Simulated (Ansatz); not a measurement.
Abridged output of a molecular run in Ansatz:

```
Functional definition: HF
3215 factors; integrals over basis functions are off by at most 1.1e-3 eV
mean field evaluation 1: about -76896.4690 eV, gradient 5.4e1 eV
mean field evaluation 2: about -76896.7100 eV, gradient 5.4e1 eV
mean field evaluation 4: about -76904.8650 eV, gradient 5.2e0 eV
mean field evaluation 8: about -76904.9826 eV, gradient 3.5e-1 eV
mean field -76904.98319888 eV, -2826.2060044890 hartree, gradient 8.7e-6 eV, S^2 0.000000; 0 other end points of the search recorded, 0 dependent functions left out
19 core orbitals not correlated: weight in the atoms' cores, before any rotation towards them, 1.000 or more for the frozen orbitals, at most 0.000 for the correlated occupied ones
reference -76904.98319888 eV, -2826.2060044890 hartree; 35, 35 occupied and 468, 468 virtual orbitals, 3215 factors
second order -45.46628602 eV of doubles, -0.00000000 eV of singles
cycle   1  -46.25823865 eV  change   -7.9e-1 eV  update   1.4e-1
cycle   2  -47.38341110 eV  change    -1.1e0 eV  update   3.8e-2
cycle   3  -47.55667901 eV  change   -1.7e-1 eV  update   1.8e-2
cycle   4  -47.54368416 eV  change    1.3e-2 eV  update   4.3e-3
cycle   5  -47.54338362 eV  change    3.0e-4 eV  update   2.0e-3
cycle   6  -47.54353968 eV  change   -1.6e-4 eV  update   5.5e-4
cycle   7  -47.54317095 eV  change    3.7e-4 eV  update   2.1e-4
cycle   8  -47.54317000 eV  change    9.5e-7 eV  update   6.8e-5
perturbative correction -1.80008068 eV, -0.0661517450 hartree
Total energy: -76954.32644957 eV, -2828.0193355057 hartree
```

Its atoms:

Z-matrix (Å, degrees):
```
C
C 1 1.522
H 1 1.096 2 112.1
H 1 1.094 2 111.7 3 -119.2
H 1 1.096 2 112.6 3 120.2
In 2 2.190 1 114.3 3 59.7
H 2 1.095 1 110.8 3 -63.4
H 2 1.095 1 110.2 3 -179.7
C 6 2.189 2 117.0 1 20.9
C 6 2.185 2 119.3 1 -175.1
Se 6 3.040 2 92.9 1 -73.6
C 9 1.526 6 112.9 2 79.7
H 9 1.095 6 108.7 2 -157.8
H 9 1.095 6 108.1 2 -42.3
C 10 1.524 6 113.9 2 -22.6
H 10 1.094 6 108.3 2 -146.2
H 10 1.095 6 107.5 2 99.8
H 11 1.468 6 93.0 2 130.6
H 11 1.468 6 90.8 2 39.3
H 12 1.096 9 112.4 6 -179.6
H 12 1.095 9 111.8 6 -59.5
H 12 1.094 9 111.8 6 60.2
H 15 1.094 10 111.8 6 58.1
H 15 1.094 10 111.8 6 -61.4
H 15 1.096 10 112.3 6 178.6
```

Problem. Which basis set was used?
A. def2-SVPD
B. def2-QZVPP
C. def2-TZVPP
D. def2-SVP

Solution. C. It gives 522 functions.

Problem. Write the keys of the input that set method, charge and spin (a neutral closed shell needs none for the last two).

Solution. 
```yaml
correlation: {method: ccsd_t}
```
